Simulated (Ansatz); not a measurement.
Ansatz (a program for electronic structure) input (CCSD(T)/def2-SVPD):

Ansatz 0.2 input:
```yaml
crystal:
  periodic: [false, false, false]
  atoms:
    - {symbol: Hg, position_ang: [0.00000000, 0.00000000, 0.00000000]}
    - {symbol: I, position_ang: [0.00000000, 0.00000000, 3.03933217]}
    - {symbol: I, position_ang: [-0.00000000, -0.00000000, -3.03933217]}
basis:
  gaussian:
    orbitals: def2-SVPD
total_charge: -1
magnetization: {spin_polarized: true, initial_magnetization: 1}
correlation: {method: ccsd_t, electrons: outside_noble_gas}
output: {forces: true}
```

Output:

```
Functional definition: HF
integrals: 0.28 GiB planned
1211 factors; integrals over basis functions are off by at most 1.7e-4 eV
mean field: 0.82 GiB planned
mean field evaluation 1: about -20298.4632 eV, gradient 7.8e0 eV
mean field evaluation 2: about -20298.6334 eV, gradient 7.9e0 eV
mean field evaluation 4: about -20299.1994 eV, gradient 9.4e-1 eV
mean field evaluation 8: about -20299.2225 eV, gradient 1.3e-3 eV
mean field evaluation 16: about -20298.4632 eV, gradient 7.8e0 eV
mean field evaluation 32: about -20296.0219 eV, gradient 4.6e-2 eV
mean field evaluation 64: about -20296.0493 eV, gradient 1.3e-2 eV
mean field -20299.22255359 eV, -745.9826695371 hartree, gradient 1.4e-6 eV, S^2 0.769521; 3 other end points of the search recorded, 0 dependent functions left out
determinant -20299.22255359 eV, -745.9826695371 hartree, with singles and doubles -20313.21259291 eV, -746.4967939995 hartree
determinant -20296.04930975 eV, -745.8660549770 hartree, with singles and doubles -20309.76233067 eV, -746.3699992006 hartree
determinant -20296.02195784 eV, -745.8650498129 hartree, with singles and doubles -20310.73869546 eV, -746.4058799452 hartree
determinant -20295.86401312 eV, -745.8592454515 hartree, with singles and doubles -20310.61993593 eV, -746.4015156128 hartree
22 core orbitals not correlated
reference -20299.22255359 eV, -745.9826695371 hartree; 14, 13 occupied and 69, 70 virtual orbitals, 1211 factors
densities: 1.16 GiB planned
second order -13.93960224 eV of doubles, -0.00000000 eV of singles
coupled cluster: 0.79 GiB planned
cycle   1  -13.99102502 eV  change   -9.9e-4 eV  update   1.1e-3
cycle   2  -13.99158772 eV  change   -5.6e-4 eV  update   6.7e-4
cycle   3  -13.99165005 eV  change   -6.2e-5 eV  update   3.2e-4
cycle   4  -13.99160286 eV  change    4.7e-5 eV  update   1.0e-4
cycle   5  -13.99172008 eV  change   -1.2e-4 eV  update   3.8e-5
cycle   6  -13.99177420 eV  change   -5.4e-5 eV  update   1.3e-5
cycle   7  -13.99177973 eV  change   -5.5e-6 eV  update   4.8e-6
cycle   8  -13.99177818 eV  change    1.6e-6 eV  update   1.4e-6
cycle   9  -13.99177774 eV  change    4.4e-7 eV  update   3.6e-7
perturbative correction -0.34675888 eV, -0.0127431537 hartree
the calculation of the forces begins
Total energy: -20313.56109021 eV, -746.5096010389 hartree
Atom 0 at     0.000000     0.000000     0.000000 Å, force    -0.000000    -0.000000    -0.000000 eV/Å
Atom 1 at     0.000000     0.000000     3.039332 Å, force    -0.000000     0.000000    -0.091221 eV/Å
Atom 2 at    -0.000000    -0.000000    -3.039332 Å, force    -0.000000    -0.000000     0.091221 eV/Å
Dipole moment:     0.000000    -0.000000    -0.000000 e Å
```

The spin state was set by rule; other spins were not relaxed.
